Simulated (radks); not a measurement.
Excited configurations of the lutetium ion Lu3+: one electron is placed in a higher orbital outside [Xe] 4f13. The ground configuration is [Xe] 4f14. Calculated with a radial shooting solver on a logarithmic mesh with Libxc functionals: scalar-relativistic Kohn-Sham, BLYP, spin-polarised, spherical densities, finite nucleus; open shells are filled with parallel spins first (spin-orbit coupling, left out, can overturn this in heavy ions); Fermi nuclear charge, rms radius 5.37 fm. Excitation = E - E(ground); binding = E(ion) - E, where the ion is the core of charge +4; n* = 4/sqrt(2 binding) in atomic units, and the quantum defect is n - n*.

5d: excitation (eV) 13.285; binding (eV) 33.029; n* 2.567; quantum defect 2.433; eigenvalue (eV) -27.466; <r> (bohr) 1.957
6s: excitation (eV) 14.928; binding (eV) 31.385; n* 2.634; quantum defect 3.366; eigenvalue (eV) -27.596; <r> (bohr) 2.750
6p: excitation (eV) 21.778; binding (eV) 24.536; n* 2.979; quantum defect 3.021; eigenvalue (eV) -21.457; <r> (bohr) 3.260
6d: excitation (eV) 30.030; binding (eV) 16.283; n* 3.656; quantum defect 2.344; eigenvalue (eV) -14.249; <r> (bohr) 4.461
6f: excitation (eV) 36.723; binding (eV) 9.590; n* 4.764; quantum defect 1.236; eigenvalue (eV) -8.274; <r> (bohr) 7.185
7s: excitation (eV) 29.725; binding (eV) 16.588; n* 3.623; quantum defect 3.377; eigenvalue (eV) -14.813; <r> (bohr) 5.096
7p: excitation (eV) 32.369; binding (eV) 13.945; n* 3.951; quantum defect 3.049; eigenvalue (eV) -12.370; <r> (bohr) 5.844
7d: excitation (eV) 36.051; binding (eV) 10.262; n* 4.606; quantum defect 2.394; eigenvalue (eV) -9.031; <r> (bohr) 7.476
7f: excitation (eV) 39.542; binding (eV) 6.772; n* 5.670; quantum defect 1.330; eigenvalue (eV) -5.951; <r> (bohr) 10.92

The Delta-SCF ionisation energy is 46.314 eV (NIST Atomic Spectra Database: 45.25 eV, semi-empirical). Self-interaction in the functional shifts the binding energies and quantum defects, so they are the method's values and not measured ones. Open shells are spherical and high-spin; term and fine-structure splittings are not resolved. Spin-orbit splitting is averaged out at the scalar-relativistic level.
